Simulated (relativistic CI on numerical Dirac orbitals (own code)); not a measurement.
Radial parameters of Ir16+

Method of calculation: Dirac-Coulomb-Breit CI, orbitals from a KLI potential per configuration, model QED, unscaled Slater integrals (own radial code, finite nucleus).

Slater integrals F^k, G^k are unscaled and averaged over j, outside the closed core [Kr]; ζ comes from projecting the Hamiltonian with its Breit term on Σ l·s of the shell.

- 4d¹⁰4f¹³5s²: ζ(4f) = 7038.2 cm⁻¹; <r>(4f) = 0.4972, <r^2>(4f) = 0.293 (bohr units).
- 4d¹⁰4f¹³5s5p: ζ(4f) = 7082.1, G^3(4f,5s) = 36343, F^2(4f,5p) = 84553, G^2(4f,5p) = 30880, G^4(4f,5p) = 27224, G^1(5s,5p) = 145000, ζ(5p) = 107090 cm⁻¹; <r>(4f) = 0.4967, <r^2>(4f) = 0.2922, <r>(5s) = 0.879, <r^2>(5s) = 0.8599, <r>(5p) = 0.9545, <r^2>(5p) = 1.017 (bohr units).
- 4d¹⁰4f¹⁴5p: ζ(5p) = 104030 cm⁻¹; <r>(5p) = 0.9602, <r^2>(5p) = 1.029 (bohr units).

Averages of the first 10 configurations, taken without configuration mixing, which lowers the lowest level and can move excited configurations by several eV; other configurations of the list can lie among them:

| Configuration | Parity | States | Average energy above the lowest level (eV) |
| --- | --- | --- | --- |
| 4d¹⁰4f¹³5s² | odd | 14 | 1.4 |
| 4d¹⁰4f¹⁴5s | even | 2 | 3.6 |
| 4d¹⁰4f¹³5s5p | even | 168 | 50.6 |
| 4d¹⁰4f¹⁴5p | odd | 6 | 55.2 |
| 4d¹⁰4f¹²5s²5p | odd | 546 | 53.1 |
| 4d¹⁰4f¹³5s5d | odd | 280 | 121.6 |
| 4d¹⁰4f¹²5s5p² | even | 2730 | 104.9 |
| 4d¹⁰4f¹⁴5d | even | 10 | 123.7 |
| 4d¹⁰4f¹³5s5f | even | 392 | 193.1 |
| 4d¹⁰4f¹²5s²5d | even | 910 | 126.6 |
